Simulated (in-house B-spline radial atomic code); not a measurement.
Configurations of Te VII (Te6+), with energies counted from [Kr] 4d10. Computed with a B-spline radial code for spherical atoms: Dirac-Hartree-Fock, average of configuration, Fermi nucleus of rms radius 4.7423 fm. Energies include first-order Breit, QED and recoil terms.

Occupations are held fixed; configurations that lie above the ionisation limit could autoionise.

```json
{"configuration": "[Kr] 4d9 5f1", "E - E(ref) (eV)": "90.741", "highest orbital": "5f7/2", "its <r> (bohr)": "3.416"}
{"configuration": "[Kr] 4d9 5g1", "E - E(ref) (eV)": "96.576", "highest orbital": "5g7/2", "its <r> (bohr)": "3.891"}
{"configuration": "[Kr] 4d9 7p1", "E - E(ref) (eV)": "98.063", "highest orbital": "7p3/2", "its <r> (bohr)": "5.591"}
{"configuration": "[Ar] 3d10 4s2 4p5 4d10 5s1", "E - E(ref) (eV)": "123.12", "highest orbital": "5s1/2", "its <r> (bohr)": "1.759"}
{"configuration": "[Ar] 3d10 4s2 4p5 4d10 5d1", "E - E(ref) (eV)": "155.44", "highest orbital": "5d5/2", "its <r> (bohr)": "2.43"}
{"configuration": "[Ar] 3d10 4s2 4p5 4d10 6s1", "E - E(ref) (eV)": "162.63", "highest orbital": "6s1/2", "its <r> (bohr)": "3.241"}
{"configuration": "[Ar] 3d10 4s2 4p5 4d10 5f1", "E - E(ref) (eV)": "174.64", "highest orbital": "5f7/2", "its <r> (bohr)": "3.398"}
{"configuration": "[Ar] 3d10 4s2 4p5 4d10 8d1", "E - E(ref) (eV)": "192.37", "highest orbital": "8d5/2", "its <r> (bohr)": "9.108"}
{"configuration": "[Ar] 3d10 4s2 4p5 4d10 8g1", "E - E(ref) (eV)": "196.98", "highest orbital": "8g7/2", "its <r> (bohr)": "12.18"}
{"configuration": "[Ar] 3d9 4s2 4p6 4d10 5s1", "E - E(ref) (eV)": "578.4", "highest orbital": "5s1/2", "its <r> (bohr)": "1.746"}
{"configuration": "[Ar] 3d9 4s2 4p6 4d10 7s1", "E - E(ref) (eV)": "635.14", "highest orbital": "7s1/2", "its <r> (bohr)": "5.106"}
```

(1) Order these further configurations by energy, lowest first.
A. [Ar] 3d9 4s2 4p6 4d10 5g1
B. [Kr] 4d9 6s1
C. [Ar] 3d10 4s2 4p5 4d10 6f1
D. [Ar] 3d10 4s2 4p5 4d10 6g1
E. [Ar] 3d10 4s2 4p5 4d10 7f1

(2) How far above the reference does [Ar] 3d10 4s2 4p5 4d10 7d1 lie?

(3) How far above the reference does [Kr] 4d9 6f1 lie?

(4) How far above the reference does [Kr] 4d9 7g1 lie?

(5) One of these lies 104.7 eV from the reference. Which?
A. [Ar] 3d9 4s2 4p6 4d10 7p1
B. [Kr] 4d9 6p1
C. [Ar] 3d10 4s2 4p5 4d10 8s1
D. [Kr] 4d9 6g1

Answers

(1) B (78.586 eV), C (185.38 eV), D (188.84 eV), E (191.62 eV), A (636.58 eV).

(2) 186.49 eV; its least bound orbital is 7d5/2 with <r> = 6.46 bohr.

(3) 101.36 eV; its least bound orbital is 6f7/2 with <r> = 5.581 bohr.

(4) 109.66 eV; its least bound orbital is 7g7/2 with <r> = 8.99 bohr.

(5) D.
